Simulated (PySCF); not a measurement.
C₃H₇ClSi, SMILES C(=C\C)/[SiH2]Cl.

Coordinates come from a PBE0-D3(BJ)/def2-SVP optimisation. The structure was generated by enumeration; whether it is a known compound was not checked. Other conformers were not sampled.

The numbers are results of SMD-B3LYP/6-31G* run with PySCF, not measurements.

Solvation free energies are E(SMD) − E(gas) at the gas-phase geometry, for 1 M in both phases. In vacuum the dipole moment is 3.01 D.

Computed solvation free energies in water, toluene, cyclohexanone:
```
solvent        ΔG(solv) (kcal/mol)  its non-electrostatic (CDS) part  dipole (D)
-------------  -------------------  --------------------------------  ----------
water                          0.6                               3.7        3.77
toluene                       -3.6                              -2.1        3.39
cyclohexanone                 -3.4                              -0.5        3.72
```
